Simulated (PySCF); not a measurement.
A structure optimised at PBE0-D3(BJ)/def2-SVP, used in a PySCF frequency run:

```xyz
11

Cl     2.4064     0.3941     0.0000
Si     0.6448    -0.7101     0.0000
Si    -1.0470     0.0472    -1.4499
N     -1.9804     0.3888     0.0000
Si    -1.0470     0.0472     1.4499
H      1.0005    -2.1585     0.0000
H     -1.6989    -0.9526    -2.3557
H     -0.7163     1.2519    -2.2746
H     -2.9269     0.7593     0.0000
H     -0.7163     1.2519     2.2746
H     -1.6989    -0.9526     2.3557
```
Charge 0, spin multiplicity 1.

Write its SMILES, formula and point group.

Cl[SiH]1[SiH2]N[SiH2]1, ClH6NSi3, Cs

What are its rotational constants (standard atomic weights)?

2.9415, 1.3250, 1.0335 GHz
